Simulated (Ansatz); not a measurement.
`C[O][GeH]([F])[F]` → `[F][Ge][F]` + CH₃OH at 298.15 K and 1 bar (germylene formation by 1,1-elimination).

Gas-phase electronic energies from Ansatz, PBE0-D4/def2-TZVP geometries. CCSD(T)/CBS adds triple-zeta CCSD(T) − MP2 to the extrapolated MP2 energy (def2 sets, frozen cores). This one scheme is used for every species. For Ge outer-core shells are correlated without core-valence functions, which leaves a few kJ/mol of doubt a bond. Scalar relativity is left out up to krypton. Each species was taken in one conformer, which may not be the lowest.

```csv
species,CCSD(T)/CBS energy (Eh),H − E (kJ/mol),S (J/(mol·K))
`C[O][GeH]([F])[F]`,-2391.41847,165.6,354.4
`[F][Ge][F]`,-2275.77030,21.5,271.0
CH₃OH,-115.61712,146.3,238.2
```

H − E and S are ideal-gas, rigid-rotor, harmonic terms from PBE0-D4/def2-TZVP, for one conformer and one mirror image of each species. 1 Eh = 2625.50 kJ/mol, R = 8.31446 J/(mol·K).

Q: By hand: ΔE, ΔH, ΔS and ΔG.

A: ΔE = (-2275.77030) + (-115.61712) − (-2391.41847) = 0.03105 Eh = 81.5 kJ/mol. Δ(H − E) = 21.5 + 146.3 − 165.6 = 2.2, so ΔH = 83.7 kJ/mol. ΔS = 271.0 + 238.2 − 354.4 = 154.8 J/(mol·K). ΔG = 83.7 − 298.15 × (154.8)/1000 = 37.5 kJ/mol.

Q: By hand: the equilibrium constant, and the temperature at which ΔG would vanish if ΔH and ΔS stayed fixed.

A: log₁₀ K = −ΔG/(RT ln 10) = -6.6. ΔG = 0 at ΔH/ΔS = 541 K.

The number of gas molecules changes by +1, which sets the sign of ΔS. A doubt of 5 kJ/mol in ΔE shifts log₁₀ K by 0.9 here. Other conformers and mirror images would add mixing entropy, several J/(mol·K) or more a flexible species. These are equilibria of isolated gas molecules and say nothing of rates. Largest T1 diagnostic: 0.015 (customary marks: 0.02 for closed shells, 0.045 for open ones).
